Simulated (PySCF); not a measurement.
## Shieldings and the share of exact exchange

Molecule: SMILES C(/C)=C\O[SiH3], C₃H₈OSi.

Bonds (- single, = double, # triple, : aromatic): C1-C2 1.493 Å, C2=C3 1.338 Å, C3-O4 1.351 Å, O4-Si5 1.679 Å. C1 carries H6, H7, H8; C2 carries H9; C3 carries H10; Si5 carries H11, H12, H13. Stereochemistry as in C/C=C/O[SiH3].

GIAO shieldings (ppm, equivalent atoms averaged) in PySCF 2.14.0 with density-fitted response routines on the PBE0-D3(BJ)/def2-SVP geometry, basis pcSseg-2, gas phase, non-relativistic:

| functional | exact exchange (%) | σ(C1) | σ(O4) | σ(Si5) |
| --- | --- | --- | --- | --- |
| BLYP | 0 | 158.8 | 216.0 | 359.4 |
| BP86 | 0 | 163.2 | 219.9 | 365.5 |
| PBE | 0 | 163.6 | 219.3 | 366.5 |
| B3LYP | 20 | 163.6 | 229.0 | 371.2 |
| PBE0 | 25 | 168.8 | 234.7 | 381.6 |
| BHandHLYP | 50 | 169.4 | 246.1 | 390.1 |
| HF | 100 | 177.4 | 270.6 | 426.7 |

Q: Fit each shielding as a line in the percentage of exact exchange.

A: σ(C1) = 162.1 + 0.15 x (rms 1.9 ppm); σ(O4) = 219.0 + 0.53 x (rms 1.6 ppm); σ(Si5) = 362.9 + 0.62 x (rms 3.3 ppm). The functionals also differ in their semilocal parts, which the line can't hold; Hartree–Fock has no correlation at all.

Q: What does the line predict for mPW1PW91 (25 %), and what does the run give?

A: σ(C1): 165.8 predicted, 168.1 computed; σ(O4): 232.2 predicted, 234.3 computed; σ(Si5): 378.4 predicted, 380.7 computed ppm.
